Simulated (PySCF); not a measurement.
**Electron correlation in C²⁺ (carbon, charge +2)**

[He] 2p2, high-spin 3P determinant (an excited configuration). Computed with PySCF 2.14 in aug-cc-pwCVQZ, with the non-relativistic Hamiltonian (point nucleus). Frozen: nothing; 4 electrons correlated.

MP2 pair energies summed by pair of shells (mhartree):

```csv
pair,energy,share (%)
1s-1s,-39.72,67.8
1s-2p,-11.07,18.9
2p-2p,-7.79,13.3
```

Total MP2 correlation energy: -58.58 mhartree.

Same-spin part -12.63 and opposite-spin part -45.94 mhartree; SCS-MP2 scales them by 1/3 and 6/5 to -59.34 mhartree.
